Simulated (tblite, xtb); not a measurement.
H6O7Si2, charge -1, doublet, at a GFN2-xTB geometry (a state made from the parent by changing its charge; the spin is typed, not shown lowest). Base run: GFN1-xTB (xtb).

Input for xtb:
```
$ xtb mol.xyz --gfn 1 --chrg -1 --uhf 1 --json

# file mol.xyz
15

O      2.75559159     0.36519447     0.51794556
Si     1.26227498    -0.26258857     0.26144375
O      1.44514387    -1.60995694    -0.66316179
O      0.66798058    -0.61110425     1.74775740
O      0.30807010     0.77606306    -0.49096748
Si    -1.36067091     0.43686283    -0.65821033
O     -1.79411410     2.13196036    -0.50947530
O     -1.19485495    -1.30943573    -1.01846952
O     -1.89794818     0.01764981     0.92345541
H      3.37339596     0.08807722    -0.14903076
H      0.57187403    -1.75915530    -1.07362047
H     -0.29361179    -0.46460354     1.70940774
H     -1.07841442     2.66063400    -0.14967129
H     -1.30420585    -1.83958334    -0.22517351
H     -2.21044649     0.79182549     1.38614574
```

Programs used: tblite, xtb; a row that names a program was run with it.

Variants of this job, named by their change:

```csv
change,ΔE vs base (kJ/mol),G_solv (kcal/mol),SCF cycles
base,0.00,-,11
program = tblite; method = gfn1; option = --spin-polarized,-12.92,-,-
"program = tblite; method = gfn1; option = (--guess, eeq)",0.00,-,-
file = coord,0.00,-,11
program = tblite; method = gfn1; option = --grad,0.00,-,-
gbsa = methanol,-256.7,-62.61,10
acc = 0.1,0.00,-,12
alpb = acetonitrile,-199.6,-48.06,10
etemp = 3000,-0.06,-,11
```

ALPB and GBSA are two models with their own fitted parameters for each solvent, which aren't always the measured dielectric constant.
